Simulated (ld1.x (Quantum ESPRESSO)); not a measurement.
Varying the TM semilocal potential for Ru

Base potential:

ruthenium, norm-conserving Troullier–Martins (semilocal form), made with ld1.x (Quantum ESPRESSO) 7.5 (LDA (PZ), scalar-relativistic). Core [Kr], reference 4d7 5s1 5p0. Waves: 5p (bound, empty): rc 3.55 bohr; 4d (bound): rc 1.75 bohr; 5s (bound): rc 2.55 bohr. Local part: the s channel. Core correction: Bessel-smoothed model core, default radius (core density twice the valence density).

All-electron outer shells of the reference configuration (LDA (PZ), scalar-relativistic, ld1.x):

| shell | level (eV) | outermost node (bohr) | outermost maximum (bohr) |
| --- | --- | --- | --- |
| 4s | -76.44 | 0.48 | 0.91 |
| 4p | -46.53 | 0.49 | 0.98 |
| 4d | -5.40 | 0.48 | 1.21 |
| 5s | -4.52 | 1.24 | 2.73 |
| 5p | -1.04 | 1.41 | 3.82 |

Cutoffs, loose and tight: the cutoffs (Ry, on a coarse ladder) from which the occupation-weighted sum of valence levels, in a spherical-Bessel basis at the reference potential, stays within 10 and 1 mRy of its value at 400 Ry. They do not see the model core or the augmentation charge, which bear on the density cutoff. Test errors are all-electron minus pseudo excitation energies from the reference, over the configurations 4d7 5s0 5p0; 4d6 5s0 5p0; 4d5 5s0 5p0; 4d7.5 5s0.5 5p0; 4d6 5s1 5p0; 4d6 5s1 5p1; 4d4 5s0 5p0 (two spin-polarised tests are not counted in the largest error). A dash means not determined; rows that change the core or the reference have their own tests.

A semilocal file is local in each channel, so a ghost entry of none says nothing of the separable form that plane-wave codes build from it.

```tsv
change	outcome	cutoff, loose	cutoff, tight	bound ghosts	largest test error (meV)
base	generated	50 Ry	60 Ry	none	-1004
all radii but the core radius scaled by about 0.79 (s 2.00, p 2.80, d 1.38 bohr)	generated	55 Ry	70 Ry	none	-1068
all radii but the core radius scaled by about 0.91 (s 2.32, p 3.24, d 1.60 bohr)	generated	50 Ry	70 Ry	none	-1011
all radii but the core radius scaled by about 1.36 (s 3.46, p 4.82, d 2.38 bohr)	generated	40 Ry	45 Ry	none	-1186
```

(1) What comes out with this change to the base: all radii but the core radius scaled by about 1.15 (s 2.92, p 4.08, d 2.02 bohr)?

(2) What comes out with this change to the base: all radii but the core radius scaled by about 1.25 (s 3.18, p 4.42, d 2.18 bohr)?

Answers

(1) outcome: generated; cutoff, loose: 45 Ry; cutoff, tight: 50 Ry; bound ghosts: none; largest test error (meV): -1043.

(2) outcome: generated; cutoff, loose: 40 Ry; cutoff, tight: 50 Ry; bound ghosts: none; largest test error (meV): -1116.

Reading the sweep of the scale of all radii but the core radius (base = 1) (base included, trends over the rows without a ghost): The loose cutoff falls from 55 Ry at 0.79 to 40 Ry at 1.36. A larger radius leaves more room for a smooth pseudo-wave, so fewer plane waves are needed; a smaller one forces it to follow the all-electron wave where it bends sharply. The median size of the test errors (rows with all tests solved) falls from 48.7 meV at 0.79 to 17.4 meV at 1.36, with one reversal. This runs against the usual rule that a larger radius transfers worse; these runs do not show why.
